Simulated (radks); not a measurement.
All-electron atom: Lu18+ in [Kr] 4d10 4f7.

All-electron calculation, scalar-relativistic Kohn-Sham, LB94 model potential, spin-polarised, spherical densities, finite nucleus; open shells are filled with parallel spins first (spin-orbit coupling, left out, can overturn this in heavy ions); Fermi nuclear charge, rms radius 5.37 fm. Program: a radial shooting solver on a logarithmic mesh with Libxc functionals.

Energy parts (hartree):
kinetic: 15819.1836
electron-nucleus: -34713.4222
Hartree: 4734.7158
(The LB94 potential has no energy functional, so no total or exchange-correlation energy is given.)

Orbitals (lengths in bohr, moments of r in powers of bohr; <r^-3> diverges for s and p1/2):
[
 {"orbital": "1s down", "occ.": "1", "eigenvalue (hartree)": "-2349.147", "<r^-3>": "-"},
 {"orbital": "1s up", "occ.": "1", "eigenvalue (hartree)": "-2349.147", "<r^-3>": "-"},
 {"orbital": "2s down", "occ.": "1", "eigenvalue (hartree)": "-414.9032", "<r^-3>": "-"},
 {"orbital": "2s up", "occ.": "1", "eigenvalue (hartree)": "-414.8971", "<r^-3>": "-"},
 {"orbital": "2p down", "occ.": "3", "eigenvalue (hartree)": "-367.3747", "<r^-3>": "16970"},
 {"orbital": "2p up", "occ.": "3", "eigenvalue (hartree)": "-367.3699", "<r^-3>": "16970"},
 {"orbital": "3s up", "occ.": "1", "eigenvalue (hartree)": "-107.7875", "<r^-3>": "-"},
 {"orbital": "3s down", "occ.": "1", "eigenvalue (hartree)": "-107.7846", "<r^-3>": "-"},
 {"orbital": "3p up", "occ.": "3", "eigenvalue (hartree)": "-93.50296", "<r^-3>": "3720"},
 {"orbital": "3p down", "occ.": "3", "eigenvalue (hartree)": "-93.49464", "<r^-3>": "3725"},
 {"orbital": "3d up", "occ.": "5", "eigenvalue (hartree)": "-76.29616", "<r^-3>": "487.1"},
 {"orbital": "3d down", "occ.": "5", "eigenvalue (hartree)": "-76.29375", "<r^-3>": "487.7"},
 {"orbital": "4s up", "occ.": "1", "eigenvalue (hartree)": "-34.72188", "<r^-3>": "-"},
 {"orbital": "4s down", "occ.": "1", "eigenvalue (hartree)": "-34.44497", "<r^-3>": "-"},
 {"orbital": "4p up", "occ.": "3", "eigenvalue (hartree)": "-29.93269", "<r^-3>": "900.2"},
 {"orbital": "4p down", "occ.": "3", "eigenvalue (hartree)": "-29.66672", "<r^-3>": "895.1"},
 {"orbital": "4d up", "occ.": "5", "eigenvalue (hartree)": "-23.67758", "<r^-3>": "104.8"},
 {"orbital": "4d down", "occ.": "5", "eigenvalue (hartree)": "-23.42386", "<r^-3>": "104.1"},
 {"orbital": "4f up", "occ.": "7", "eigenvalue (hartree)": "-16.68215", "<r^-3>": "20.86"},
 {"orbital": "4f down", "occ.": "0", "eigenvalue (hartree)": "-16.45196", "<r^-3>": "20.83"}
]

The highest occupied level is 4f up at -453.94 eV. Spin moment in Bohr magnetons: 7. For comparison, the ionisation energy in NIST's Atomic Spectra Database is 476 eV (theoretical). In exact Kohn-Sham theory the highest level is minus the ionisation energy, but local and semilocal functionals leave it too shallow, through self-interaction and a potential that decays too fast; potentials with the right tail come closer. The spin density at the nucleus is -3.49 e/bohr^3 (1s 0.03, 2s 1.64, 3s -17.78, 4s 12.62). Summed over all electrons, <r^2> = 8.492 bohr^2, which gives a Langevin (diamagnetic) susceptibility term of -6.73 x 10^-6 cm^3/mol. The density falls to 0.001 e/bohr^3 at r = 1.59 bohr. The electron density at the nucleus is 1.176e+06 e/bohr^3 (large components only).
